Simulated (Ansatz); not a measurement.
Consider the redistribution: `CB(O)Br` + `C[N](C)[Ge][Cl]` → `CN(C)B(O)Br` + `[CH3][Ge][Cl]`.

Computed with Ansatz on PBE0-D4/def2-TZVP structures; ΔE is electronic, products minus reactants. CCSD(T)/CBS adds triple-zeta CCSD(T) − MP2 to the extrapolated MP2 energy (def2 sets, frozen cores). For Br, Ge outer-core shells are correlated without core-valence functions, which leaves a few kJ/mol of doubt a bond. Scalar relativity is left out up to krypton. One conformer a species, not always the lowest.

| species | CCSD(T)/CBS(def2) energy (Eh) |
| --- | --- |
| `CB(O)Br` | -2713.85644 |
| `C[N](C)[Ge][Cl]` | -2670.35761 |
| `CN(C)B(O)Br` | -2808.44123 |
| `[CH3][Ge][Cl]` | -2575.77362 |

Q: Work out ΔE.

A: ΔE = (-2808.44123) + (-2575.77362) − (-2713.85644) − (-2670.35761) = -0.00080 Eh = -0.5 kcal/mol.

Largest T1 diagnostic among the species: 0.014.

From PBE to PBE0 (25 % exact exchange), in def2-TZVPP and without D4, ΔE moves by −1.8 kcal/mol. In def2-TZVPP, CCSD(T) changes the Hartree–Fock value by +3.4 kcal/mol (the triples alone add +1.1 kcal/mol) and MP2 by +4.3 kcal/mol.
